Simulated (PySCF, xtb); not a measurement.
C2H7NOSi2, SMILES [SiH3]C1=NC[SiH2]O1. The values are those of a single conformer.

Harmonic wavenumbers (cm⁻¹) from GFN2-xTB run with xtb at its own minimum, in rising order: 72, 116, 147, 192, 399, 438, 476, 513, 540, 574, 606, 630, 716, 753, 758, 768, 776, 787, 806, 893, 1014, 1096, 1106, 1214, 1446, 1692, 2252, 2258, 2311, 2325, 2340, 2946, 2971.

Problem. What does PySCF 2.14.0 with PBE0-D3(BJ)/def2-SVP give at its own minimum? (An estimate is asked for; the answer gives what the named calculation found.)

Solution. 76, 108, 175, 192, 401, 452, 505, 528, 629, 673, 692, 719, 774, 793, 823, 898, 926, 937, 942, 978, 1014, 1170, 1177, 1241, 1407, 1718, 2243, 2248, 2257, 2261, 2275, 3075, 3124. Paired by order, the mean absolute difference is 61 cm⁻¹ and the zero-point energies are 51.4 and 53.5 kcal/mol.
